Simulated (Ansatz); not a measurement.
Program: Ansatz. Geometries: PBE0-D4/def2-TZVP. ΔE: electronic, gas phase. CCSD(T)/CBS adds triple-zeta CCSD(T) − MP2 to the extrapolated MP2 energy (def2 sets, frozen cores). This one scheme is used for every species. DFT in def2-TZVPP. HSE06 is defined as in plane-wave codes. Each species was taken in one conformer, which may not be the lowest.

Reaction (formal exchange of groups at the Al–Si bond): `NCO[SiH2][AlH2]` + `ClCCl` → `[AlH2][CH2]Cl` + `NCO[SiH2]Cl`

CCSD(T)/CBS gives -187.7 kJ/mol.

Another level gave -186.4 kJ/mol. Which?
A. r2SCANh/def2-TZVPP
B. MP2/def2-TZVPP
C. HSE06-D4/def2-TZVPP
D. SCS-MP2/def2-TZVPP

A. r2SCANh -186.4, SCS-MP2/def2-TZVPP -192.4, MP2/def2-TZVPP -196.8, HSE06-D4 -173.8 kJ/mol.

Largest T1 diagnostic among the species: 0.012.

From r2SCAN to r2SCAN0 (25 % exact exchange), in def2-TZVPP and without D4, ΔE moves by −4.3 kJ/mol. Leaving LDA and LC-ωPBE aside and taking each functional with its dispersion term where it has one, the values, not all of them listed here, spread over 30.6 kJ/mol, from ωB97M-V to revPBE-D4. At CCSD(T), def2-SVP lies +7.2 kJ/mol from the extrapolated value and def2-TZVPP +3.7 kJ/mol.

CCSD(T)/CBS has its own doubt, a few kJ/mol and more with outer-core shells, so smaller differences from it don't rank the levels.
